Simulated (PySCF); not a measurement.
```xyz
5

N     -0.2823    -0.7029    -1.1348
C      0.2406    -0.3278    -0.0729
C      0.3768     0.3946     1.0148
O      0.7923     0.8160     2.0191
H     -1.1275    -0.1800    -1.3844
```

Charge 0, multiplicity 1.

Give the Mulliken and meta-Löwdin atomic charges from CAM-B3LYP-D3(BJ)/def2-TZVP in PySCF.


```csv
atom,Mulliken (e),meta-Löwdin (e)
N1,-0.22,-0.28
C2,-0.09,-0.03
C3,0.21,0.32
O4,-0.13,-0.26
H5,0.24,0.25
```
